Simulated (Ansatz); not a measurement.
System: C$_{4}$H$_{10}$Si$_{2}$ (charge 0, singlet). 
Geometry from a B3LYP-D3(BJ)/def2-TZVP (Ansatz, an electronic-structure program) optimisation:
SMILES: [SiH3]CC#CC[SiH3]
```xyz
16

Si     2.6772     0.9986     0.0040
C      2.0855    -0.8017     0.0689
C      0.6626    -0.8839    -0.2042
C     -0.5168    -0.8927    -0.4451
C     -1.9490    -0.8606    -0.6764
Si    -2.7895     0.3699     0.4961
H      4.1331     1.0538     0.2856
H      1.9533     1.7966     1.0185
H      2.4200     1.5603    -1.3409
H      2.6602    -1.3889    -0.6541
H      2.3156    -1.2084     1.0585
H     -2.3943    -1.8495    -0.5294
H     -2.1700    -0.5660    -1.7070
H     -4.2510     0.3824     0.2393
H     -2.2425     1.7260     0.2689
H     -2.5455    -0.0317     1.8995
```

Wanted: atomisation energy (electronic, to ground-state atoms), in kJ/mol. Valence correlation only, unless marked. UHF or UKS for open shells. No spin-orbit coupling. Non-relativistic. The coupled-cluster limit lacks core correlation, which all-electron functionals hold. CBS marks a two-point X^-3 extrapolation of the correlation energy; Hartree-Fock from the larger set.

| level | program | atomisation energy (kJ/mol) | minus last row |
|---|---|---|---|
| B3LYP-D3(BJ)/def2-TZVPD | Ansatz + dftd3 | 5957.3 | 11.0 |
| PBE0-D3(BJ)/def2-TZVP | Ansatz + dftd3 | 5956.8 | 10.5 |
| HSE06-D3(BJ)/def2-TZVPD | Ansatz + dftd3 | 5956.9 | 10.6 |
| CAM-B3LYP-D3(BJ)/def2-TZVPD | Ansatz + dftd3 | 5967.3 | 21.0 |
| B2GP-PLYP-D3(BJ)/def2-TZVPD | Ansatz + dftd3 | 5888.2 | -58.1 |
| RPA@PBE/cc-pV(T+d)Z | Ansatz | 5549.2 | -397.1 |
| CCSD(T)/CBS(cc-pV(T+d)Z,cc-pV(Q+d)Z) | Ansatz | 5946.3 | 0.0 |
